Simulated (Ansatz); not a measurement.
`C[C](=N)[SnH3]`, relaxed with RKS PBE0-D4/def2-TZVP in Ansatz from a PBE-D4/def2-SVP geometry. The force threshold is 0.005 eV/Å; the program also tests the step.

The species carries charge 0 and has multiplicity 1. Sn takes the def2 core potential.

Start:

```xyz
11

C    -0.782   -1.372   -0.522
C     0.378   -0.417   -0.332
N     1.522   -0.716   -0.821
Sn    0.006    1.466    0.795
H    -0.530   -2.358   -0.080
H    -0.953   -1.540   -1.606
H    -1.722   -1.009   -0.066
H     2.238    0.005   -0.633
H     1.031    1.493    2.191
H    -1.644    1.650    1.290
H     0.457    2.798   -0.215
```

**Question.** How much energy does the relaxation release, and in how many steps? (An estimate is asked.)

**Answer.** Ansatz gave: 16.15 kJ/mol, in 30 steps, 4 of them rejected.

**Question.** Which bonds change most? (Estimate.)

**Answer.** Computed: C2–Sn4 from 2.226 to 2.181 Å; Sn4–H10 from 1.732 to 1.708 Å; Sn4–H9 from 1.732 to 1.708 Å; Sn4–H11 from 1.732 to 1.710 Å.

**Question.** Give the relaxed structure. (Estimate.)

**Answer.** Computed: 
```xyz
11

C    -0.642   -1.462   -0.346
C     0.284   -0.299   -0.502
N     1.156   -0.315   -1.419
Sn    0.058    1.368    0.887
H    -0.542   -1.898    0.653
H    -0.425   -2.223   -1.098
H    -1.683   -1.137   -0.445
H     1.731    0.527   -1.433
H     0.306    0.866    2.501
H    -1.496    2.068    0.765
H     1.251    2.506    0.436
```
